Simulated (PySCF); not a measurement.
Species: BCl2GeH7Si2.
Geometry (PBE0-D3(BJ)/def2-SVP, Å), atoms numbered from 1 in this order:
```xyz
13
BCl2GeH7Si2 angstrom
Cl    -0.4155    2.7098    0.7320
B     -1.5047    1.7542   -0.2547
Cl    -2.2759    2.5211   -1.6218
Si    -1.7307   -0.2050    0.1522
Si     0.2501   -1.2442   -0.5724
Ge     2.1489   -0.2992    0.5197
H     -2.9184   -0.7953   -0.5375
H     -1.8453   -0.4128    1.6297
H      0.1826   -2.7124   -0.2888
H      0.3906   -1.0557   -2.0510
H      1.8953   -0.1798    2.0330
H      3.3811   -1.1962    0.2945
H      2.4482    1.0997   -0.0449
```

Computed, not measured: core-valence-separated Tamm–Dancoff BHandHLYP/aug-pcX-1 (pcseg-1 on H, def2-SVPD on Ge, def2-SVPD on Cl, def2-SVPD on Si) in PySCF, non-relativistic, gas phase, PBE0-D3(BJ)/def2-SVP geometry. The energies are unshifted.

Task: Give energies, oscillator strengths and core holes at the B K edge.

Result: 
```json
{"E (eV)": "187.65", "f": "0.0907", "core hole on": "B2", "main final orbital": "LUMO (88 %)"}
{"E (eV)": "192.85", "f": "0.0491", "core hole on": "B2", "main final orbital": "spread"}
{"E (eV)": "193.18", "f": "0.0305", "core hole on": "B2", "main final orbital": "LUMO+1 (37 %)"}
{"E (eV)": "193.65", "f": "0.0031", "core hole on": "B2", "main final orbital": "spread"}
{"E (eV)": "194.15", "f": "0.0282", "core hole on": "B2", "main final orbital": "spread"}
{"E (eV)": "194.39", "f": "0.0055", "core hole on": "B2", "main final orbital": "LUMO+3 (47 %)"}
{"E (eV)": "194.53", "f": "0.0084", "core hole on": "B2", "main final orbital": "LUMO+2 (40 %)"}
```

The first line with a tenth or more of the strongest one's intensity is at 187.65 eV (f = 0.091), with the hole on B2 (three-coordinate boron). It is also the strongest listed.

Roots within 0.03 eV whose holes lie on the same, on equivalent or on shared atoms are summed into one line, and the highest roots are left out, as the search may have cut off their partners. Final orbitals are the ground state's empty Kohn–Sham orbitals.

Task: What length of transition dipole belongs to the line at 194.15 eV?

Result: From f = (2/3) ΔE |μ|² in atomic units, with ΔE = 7.135 Eh and f = 0.0282: |μ| = 0.077 au = 0.20 D.

The list ends where the root search ended, not at a threshold. The BHandHLYP/aug-pcX-1 (pcseg-1 on H, def2-SVPD on Ge, def2-SVPD on Cl, def2-SVPD on Si) calculation is non-relativistic and has no spin–orbit coupling, an omission that weighs most on germanium.

The run took 26 s wall on Arm Neoverse N1, one thread, on a shared host, and the process peaked at 0.90 GiB of memory.

One conformer stands for the species.
